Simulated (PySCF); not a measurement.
B₂F₂GeH₄.
SMILES with atom numbers: `[BH2:1][GeH2:2][B:3]([F:4])[F:5]` (hydrogens: H6, H7 on B1; H8, H9 on Ge2)

Method: PBE0-D3(BJ)/def2-SVP geometry optimisation, gas phase (PySCF); density fitting, grid level 1; the optimiser is geomeTRIC in internal coordinates, started from a GFN2-xTB structure with every atom displaced at random (about 0.01 Å).

Geometry at step 1:
```
atom  x, y, z in Å
B1      1.6336   -0.5341    0.1424
Ge2     0.0420    0.6695   -0.3236
B3     -1.6987   -0.4558   -0.0576
F4     -2.2856   -0.5121    1.1269
F5     -2.2624   -1.1158   -1.0472
H6      2.0025   -0.6264    1.2924
H7      2.1885   -1.1864   -0.7134
H8     -0.0539    1.8986    0.6204
H9      0.0700    1.1924   -1.7913
```

Q: What forces act on the atoms?

A: 
```json
{"atom": "B1", "Fx (eV/Å)": "0.097", "Fy (eV/Å)": "-0.026", "Fz (eV/Å)": "0.011"}
{"atom": "Ge2", "Fx (eV/Å)": "-0.111", "Fy (eV/Å)": "0.223", "Fz (eV/Å)": "-0.158"}
{"atom": "B3", "Fx (eV/Å)": "0.015", "Fy (eV/Å)": "0.223", "Fz (eV/Å)": "0.171"}
{"atom": "F4", "Fx (eV/Å)": "0.074", "Fy (eV/Å)": "-0.088", "Fz (eV/Å)": "-0.231"}
{"atom": "F5", "Fx (eV/Å)": "-0.007", "Fy (eV/Å)": "-0.016", "Fz (eV/Å)": "0.069"}
{"atom": "H6", "Fx (eV/Å)": "-0.025", "Fy (eV/Å)": "-0.030", "Fz (eV/Å)": "-0.104"}
{"atom": "H7", "Fx (eV/Å)": "-0.042", "Fy (eV/Å)": "0.023", "Fz (eV/Å)": "0.082"}
{"atom": "H8", "Fx (eV/Å)": "0.002", "Fy (eV/Å)": "-0.165", "Fz (eV/Å)": "-0.090"}
{"atom": "H9", "Fx (eV/Å)": "-0.003", "Fy (eV/Å)": "-0.142", "Fz (eV/Å)": "0.251"}
```

The largest, 0.29 eV/Å, acts on Ge2 (H9 within 3 % of it); the rms over all components is 0.120 eV/Å. The forces sum to zero within rounding, as they must for an isolated molecule in no field.

Q: Give the force on Ge2 in Eh/bohr and in nN.

A: 0.295 eV/Å ÷ 51.422 = 0.00573 Eh/bohr, and 0.295 eV/Å × 1.602 = 0.47 nN.

Q: How far is this geometry from the end of the optimisation?

A: 0.008 eV above it, and 0.054 Å rms away after alignment. The bonds farthest from their final lengths, with half the difference of the two atoms' forces along the bond (positive lengthens):

```tsv
bond	now (Å)	final (Å)	force along bond (eV/Å)
Ge2–H9	1.558	1.539	-0.25
Ge2–H8	1.553	1.540	-0.14
Ge2–B3	2.090	2.079	-0.03
B3–F4	1.323	1.318	-0.19
B1–H6	1.211	1.207	-0.07
B1–H7	1.211	1.207	-0.07
```

The angle farthest from its final value is B1–Ge2–B3, 107.6° against 104.9°.

Of the 3 listed bonds off by 0.010 Å or more, this force points towards the final length in 3.

The cost below is that of the whole optimisation. Time: 32 s wall; peak memory 0.45 GiB. Hardware: Intel Xeon 6975P-C, one thread, no GPU, shared host with 192 logical CPUs at a one-minute load of 53.
